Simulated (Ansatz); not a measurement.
C3H9ClSi⁻, that is SiClMe3 with one electron more. The state is a doublet with charge -1. Geometry PBE-D4/def2-SVP, that of the neutral singlet; atoms count from 1.

Cartesian coordinates in Å:
```
Si -0.1898 -0.0279 -0.3631
Cl -1.1636 -0.1718 -2.2280
C 1.6344 -0.3924 -0.6489
H 1.7720 -1.4055 -1.0779
H 2.1951 -0.3417 0.3084
H 2.0793 0.3418 -1.3505
C -0.9727 -1.2994 0.7825
H -2.0561 -1.1018 0.9104
H -0.4933 -1.2670 1.7838
H -0.8553 -2.3238 0.3751
C -0.4481 1.7235 0.2758
H -1.5271 1.9415 0.4075
H -0.0301 2.4677 -0.4318
H 0.0552 1.8567 1.2568
```

The highest occupied level of the charge -1 doublet lies above zero (up to 1.85 eV). By energy differences it is unbound by 0.89 eV (vertical, against the charge 0 singlet, at PBE0-D4/def2-TZVPD) and held by the finite basis.

**Question.** Estimate the Mulliken populations from the PBE0/def2-TZVPD orbitals of Ansatz.

**Answer.** 
| atom | charge (e) | spin (α − β) |
| --- | --- | --- |
| Si1 | -1.78 | 1.96 |
| Cl2 | 0.77 | -1.21 |
| C3 | -0.92 | 0.37 |
| H4 | 0.31 | -0.12 |
| H5 | 0.29 | -0.03 |
| H6 | 0.32 | -0.13 |
| C7 | -0.92 | 0.37 |
| H8 | 0.32 | -0.13 |
| H9 | 0.29 | -0.03 |
| H10 | 0.31 | -0.12 |
| C11 | -0.92 | 0.37 |
| H12 | 0.32 | -0.13 |
| H13 | 0.32 | -0.13 |
| H14 | 0.29 | -0.03 |
Mulliken values depend strongly on the basis. With diffuse functions, as here, like atoms can get unlike values, and bond orders can come out too low or too high.

**Question.** Where does the spin sit?

**Answer.** Summed by element: Si 1.96, Cl -1.21, C 1.11, H -0.86, of 1 unpaired in all. Largest on single atoms: Si1 1.96, Cl2 -1.21, C7 0.37.

**Question.** And the Mayer bond orders between heavy atoms (over 0.3)?

**Answer.** Si1–C3 2.63 (1.88 Å); Si1–C7 2.64 (1.88 Å); Si1–C11 2.63 (1.88 Å).
